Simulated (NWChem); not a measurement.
System meant: TaOF3; SMILES [F][Ta]([F])(=[O])[F]

Input file for NWChem:

```
start job
memory heap 200 mb stack 900 mb global 1100 mb
geometry units angstroms noautoz
  Ta     0.000000     0.000000    -0.017327
  O      0.000000     0.000000     1.689123
  F      1.611597     0.788233    -0.558321
  F     -1.488429     1.001567    -0.558321
  F     -0.123169    -1.789801    -0.558321
end
basis spherical
  Ta library def2-svp
  O library def2-svp
  F library def2-svp
end
ecp
  Ta library def2-ecp
end
dft
  odft
  mult 2
  xc xpbe96 cpbe96
  iterations 150
  mulliken
end
task dft energy
```

End of the output:

```
 ==============================================================================
                                 internuclear angles
 ------------------------------------------------------------------------------
        center 1       |       center 2       |       center 3       |  degrees
 ------------------------------------------------------------------------------
    2 O                |   1 Ta               |   3 F                |   106.78
    2 O                |   1 Ta               |   4 F                |   106.78
    2 O                |   1 Ta               |   5 F                |   106.78
    3 F                |   1 Ta               |   4 F                |   112.02
    3 F                |   1 Ta               |   5 F                |   112.02
    4 F                |   1 Ta               |   5 F                |   112.02
 ------------------------------------------------------------------------------
                            number of included internuclear angles:          6
 ==============================================================================

 Summary of "ao basis" -> "" (spherical)
 ------------------------------------------------------------------------------
       Tag                 Description            Shells   Functions and Types
 ---------------- ------------------------------  ------  ---------------------
 Ta                         def2-svp                12       32   6s3p2d1f
 O                          def2-svp                 6       14   3s2p1d
 F                          def2-svp                 6       14   3s2p1d

 Summary of "ao basis" -> "ao basis" (spherical)
 ------------------------------------------------------------------------------
       Tag                 Description            Shells   Functions and Types
 ---------------- ------------------------------  ------  ---------------------
 Ta                         def2-svp                12       32   6s3p2d1f
 O                          def2-svp                 6       14   3s2p1d
 F                          def2-svp                 6       14   3s2p1d

      Symmetry analysis of basis
      --------------------------

        a          34
        e+         27
        e-         27

  Rotation of axis
  number of electrons :                   48
  multiplicity        :                    2
 ------------------------------------------------------------------------
  no. of electrons and multiplicity not compatible                  48
 ------------------------------------------------------------------------
 ------------------------------------------------------------------------
  current input line :
    25: task dft energy
 ------------------------------------------------------------------------
 ------------------------------------------------------------------------
 There is an error in the input file
 ------------------------------------------------------------------------
 For more information see the NWChem manual at https://nwchemgit.github.io

0: no. of electrons and multiplicity not compatible:Received an Error in Communication
```

What is wrong, and how is it mended?

The input was rejected before any calculation. Cause: the multiplicity doesn't fit the number of electrons (an even count wants an odd multiplicity, and the reverse). This input runs:
```
start job
memory heap 200 mb stack 900 mb global 1100 mb
geometry units angstroms noautoz
  Ta     0.000000     0.000000    -0.017327
  O      0.000000     0.000000     1.689123
  F      1.611597     0.788233    -0.558321
  F     -1.488429     1.001567    -0.558321
  F     -0.123169    -1.789801    -0.558321
end
basis spherical
  * library def2-svp
end
ecp
  Ta library def2-ecp
end
dft
  xc xpbe96 cpbe96
  iterations 150
  mulliken
end
task dft energy
```
It converges to -431.45131 Ha (PBE/def2-SVP with def2 effective core potentials on Ta).
